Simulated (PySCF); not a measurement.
GeH₇NSi, SMILES N[SiH2][GeH3].

Geometry: PBE-D3(BJ)/def2-SVP. The structure was generated by enumeration, and PubChem lists no compound with its InChIKey, so it may never have been made. The values are those of a single conformer.

All values below come from PBE-D3(BJ)/def2-SVP run with PySCF.

Frequencies are harmonic and unscaled.

### Question
List the normal modes with their intensities. (The exact figures need the calculation; the answer reports its results.)

### Answer

| mode | ν (cm⁻¹) | IR (km/mol) | moving atoms (share of kinetic energy) |
|---|---|---|---|
| 1 | 94 | 0.0 | H 89 % |
| 2 | 126 | 6.0 | N 44 %, H 28 %, Si 16 %, Ge 12 % |
| 3 | 168 | 28.5 | H 97 % |
| 4 | 320 | 14.6 | H 97 % |
| 5 | 326 | 3.0 | Si 52 %, Ge 27 %, H 18 % |
| 6 | 429 | 23.9 | H 85 %, Si 9 % |
| 7 | 483 | 240.6 | H 67 %, N 27 % |
| 8 | 510 | 0.9 | H 82 %, Si 13 % |
| 9 | 700 | 5.8 | H 98 % |
| 10 | 750 | 343.9 | H 91 % |
| 11 | 806 | 9.6 | N 44 %, H 40 %, Si 16 % |
| 12 | 831 | 37.7 | H 79 %, Si 15 % |
| 13 | 854 | 16.1 | H 99 % |
| 14 | 860 | 58.4 | H 95 % |
| 15 | 877 | 93.8 | H 90 % |
| 16 | 900 | 30.7 | H 82 %, N 14 % |
| 17 | 1502 | 26.6 | H 91 %, N 9 % |
| 18 | 2046 | 89.3 | H 100 % |
| 19 | 2060 | 111.7 | H 98 % |
| 20 | 2063 | 126.9 | H 98 % |
| 21 | 2150 | 100.7 | H 98 % |
| 22 | 2163 | 121.7 | H 96 % |
| 23 | 3469 | 24.2 | H 96 % |
| 24 | 3561 | 20.6 | H 92 %, N 8 % |
